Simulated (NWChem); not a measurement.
System: C3H8N anion

Here is an NWChem input.

```
start job
memory heap 200 mb stack 900 mb global 1100 mb
charge -1
geometry units angstroms noautosym nocenter noautoz
  C      0.447682     1.585849     0.144424
  C     -0.636065     0.532058    -0.248918
  N     -0.580218    -0.721010     0.392512
  C      0.470963    -1.534726    -0.089744
  H      0.312119     2.537535    -0.409565
  H      0.390895     1.791253     1.226593
  H      1.459987     1.209132    -0.074720
  H     -1.619777     1.014679    -0.050923
  H     -0.566924     0.455252    -1.387246
  H      1.535155    -1.214285     0.145453
  H      0.483473    -1.646739    -1.225358
  H      0.395110    -2.564828     0.314912
end
basis spherical
  C library 6-31g*
  N library 6-31g*
  H library 6-31g*
end
dft
  xc hfexch
  iterations 150
  mulliken
end
task dft energy
esp
  recalculate
  probe 0.07
  range 0.3
  factor 1.0
  spacing 0.02
end
task esp
```

Sets without diffuse functions describe the anion's extra electron poorly. Structure relaxed at the B3LYP/def2-SVPD level. No frequency run checked for a minimum.

Atomic charges in e: unrestrained fits to the electrostatic potential beside Mulliken populations; buried atoms are poorly determined by the fit.

Atoms are numbered as in the input.

Problem. Give the results of this calculation. (Hartree-Fock/6-31G* (spherical d).) Quantities: ESP C1; Mulliken C1; ESP C2; Mulliken C2; ESP N3; Mulliken N3; ESP C4; Mulliken C4; relative RMS misfit of the potential (%).

Solution. 
```
Property                                  Result
----------------------------------------  ------
ESP C1                                     -0.17
Mulliken C1                                -0.46
ESP C2                                      0.93
Mulliken C2                                -0.01
ESP N3                                     -1.29
Mulliken N3                                -0.76
ESP C4                                      0.78
Mulliken C4                                -0.17
relative RMS misfit of the potential (%)       4
```
